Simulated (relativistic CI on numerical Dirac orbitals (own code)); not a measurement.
**Slater and spin-orbit integrals, Ho12+**

Calculated at this level of theory: Dirac-Coulomb-Breit CI, separate exchange-only KLI orbitals for each configuration, QED by a radiative potential, unscaled Slater integrals (own radial code, finite nucleus).

Slater integrals F^k, G^k are unscaled and averaged over j, outside the closed core [Ar] 3d10 4p6 4d10; ζ comes from projecting the Hamiltonian with its Breit term on Σ l·s of the shell.

- 4s²4f⁷5s²: F^2(4f,4f) = 154810, F^4(4f,4f) = 98742, F^6(4f,4f) = 71516, ζ(4f) = 2595.7 cm⁻¹; <r>(4f) = 0.644, <r^2>(4f) = 0.4949 (bohr units).
- 4s²4f⁹: F^2(4f,4f) = 148700, F^4(4f,4f) = 94590, F^6(4f,4f) = 68429, ζ(4f) = 2368.1 cm⁻¹; <r>(4f) = 0.6659, <r^2>(4f) = 0.5308 (bohr units).
- 4s²4f⁸5s: F^2(4f,4f) = 151620, F^4(4f,4f) = 96567, F^6(4f,4f) = 69897, ζ(4f) = 2480.6, G^3(4f,5s) = 33435 cm⁻¹; <r>(4f) = 0.6553, <r^2>(4f) = 0.5133, <r>(5s) = 1.098, <r^2>(5s) = 1.341 (bohr units).

Averages of the first 7 configurations, taken without configuration mixing, which lowers the lowest level and can move excited configurations by several eV; other configurations of the list can lie among them:

```tsv
Configuration	Parity	States	Average energy above the lowest level (eV)
4s²4f⁷5s²	odd	3432	17.9
4s²4f⁹	odd	2002	58.6
4s²4f⁸5s	even	6006	35.8
4s²4f⁶5s²6s	even	6006	117.6
4s²4f⁵5s²6s²	odd	2002	231.0
4s²4f⁷6s²	odd	3432	245.8
4f⁹5s²	odd	2002	904.2
```
